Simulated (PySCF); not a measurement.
## Which element holds O most strongly?

CCSD(T) in PySCF with def2-TZVPPD on every atom (core potentials on Zr, Sb, Ta), for the lowest determinant that a PBE0 search found; no spin–orbit coupling. D0 is De less the harmonic zero-point energy.

| M | state (unpaired electrons) | Re (Å) | ωe (cm⁻¹) | D0(MO) (eV) |
| --- | --- | --- | --- | --- |
| Ge | singlet (closed shell) | 1.638 | 977 | 6.72 |
| P | doublet (π ↑) | 1.489 | 1220 | 5.72 |
| Zr | triplet (σ ↑, δ ↑) | 1.741 | 936 | 7.52 |
| Ti | triplet (σ ↑, δ ↑) | 1.627 | 1015 | 6.67 |
| Ta | doublet (δ ↑) | 1.701 | 1016 | 8.00 |
| B | doublet (σ ↑) | 1.213 | 1868 | 7.99 |
| Sb | doublet (π ↑) | 1.830 | 817 | 3.88 |

Task: Order the elements by D0 and give the energy of GeO + Ta → TaO + Ge.

Result: Ta > B > Zr > Ge > Ti > P > Sb; ΔE = 6.72 − 8.00 = -1.28 eV at CCSD(T)/def2-TZVPPD. Close neighbours can swap at other levels.

Correlated steps freeze the inner cores (1 to 10 orbitals); shallow outer-core shells are correlated. UHF and ROHF references stand side by side, which adds small steps between rows. Spin–orbit coupling is left out, which matters for elements this heavy, above all for dissociation energies. Where the molecule has an RHF reference, its open-shell atoms are computed with UHF. The CCSD T1 diagnostic is raised in GeO, TiO, a sign that a single reference may not be enough there. States were picked by a PBE0 search and need not be the measured ground states. With d or f electrons several states lie close, and the lowest PBE0 determinant need not be the measured ground state.
